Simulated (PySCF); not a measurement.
YCl2, SMILES [Y+]([Cl])[Cl], charge +1.

The structure is a stationary point at B3LYP-D3(BJ)/def2-TZVP. The multiplicity is an assumed one; other spin states were not compared. The isomer is the one that the SMILES or the coordinates give; other isomers of the formula were not compared. The def2 effective core potentials stand for the cores of Y; spin–orbit coupling is left out.

Computed with TDA-B3LYP/def2-SVPD (PySCF).

Vertical excitations. Isolated molecule, no solvent. State labels are in the subgroup C2v.

Computed UV-visible absorptions:
```csv
state,symmetry,energy (eV),λ (nm),f,main pairs
S1,B2,4.14,300,0.005,HOMO→LUMO 98 %
S2,B1,4.48,277,0.021,HOMO−1→LUMO 99 %
S3,A2,4.54,273,0.000,HOMO−2→LUMO 98 %
S4,A1,4.61,269,0.001,HOMO−3→LUMO 98 %
S5,A2,4.66,266,0.000,HOMO→LUMO+1 99 %
S6,B2,4.87,255,0.009,HOMO→LUMO+2 89 %
S7,B2,5.05,246,0.005,HOMO−4→LUMO 93 %
S8,A1,5.05,246,0.000,"HOMO−1→LUMO+1 84 %, HOMO−3→LUMO+2 13 %"
S9,B1,5.10,243,0.000,"HOMO−3→LUMO+1 44 %, HOMO→LUMO+3 32 %, HOMO−1→LUMO+2 23 %"
S10,B1,5.12,242,0.000,"HOMO−1→LUMO+2 64 %, HOMO−3→LUMO+1 34 %"
T1,B2,4.11,302,0,HOMO→LUMO 99 %
T2,B1,4.37,284,0,HOMO−1→LUMO 98 %
T3,A2,4.44,279,0,HOMO−2→LUMO 97 %
T4,A1,4.57,271,0,HOMO−3→LUMO 97 %
```
Triplets are in the Tamm–Dancoff approximation.
